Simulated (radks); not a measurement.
The numbers below are computed, except where a source is named.
Dipole-allowed excitations along the series with 3 electrons in [He] 2s1. Code: a radial shooting solver on a logarithmic mesh with Libxc functionals. Model: scalar-relativistic Kohn-Sham, LB94 model potential, spin-polarised, spherical densities, finite nucleus; open shells are filled with parallel spins first; Fermi nuclear charge, rms radius of each element as measured or else 0.836 A^(1/3) + 0.57 fm. Time-dependent linear response with the Hartree and adiabatic LDA kernel, continuum included through the Sternheimer equations, no spin-orbit coupling, so fine structure and intercombination lines are absent. Lines are the poles of the dipole polarisability below minus the highest occupied eigenvalue, found on a grid refined at the orbital gaps; the lowest seven at most are given, and weak or close lines can be missed. The first line takes the name of the lowest orbital gap if no other gap lies below it; otherwise a line is named after a gap within 0.6 % of it, if that gap stands alone.

species,-e(HOMO) (eV),lowest orbital gap (eV),first line (eV),f,strongest line (eV),its f,static alpha (bohr^3)
Mn22+,1876.4,2s-2p 50.958,54.378 (2s-2p),0.0605,1065.0 (2s-3p),0.385,0.01552
Fe23+,2042.2,2s-2p 54.651,58.235 (2s-2p),0.0596,1158.9 (2s-3p),0.385,0.01333
Co24+,2215.3,2s-2p 58.599,62.350 (2s-2p),0.0590,1257.0 (2s-3p),0.385,0.01150
Ni25+,2395.6,2s-2p 62.824,66.743 (2s-2p),0.0585,1359.2 (2s-3p),0.386,0.009944
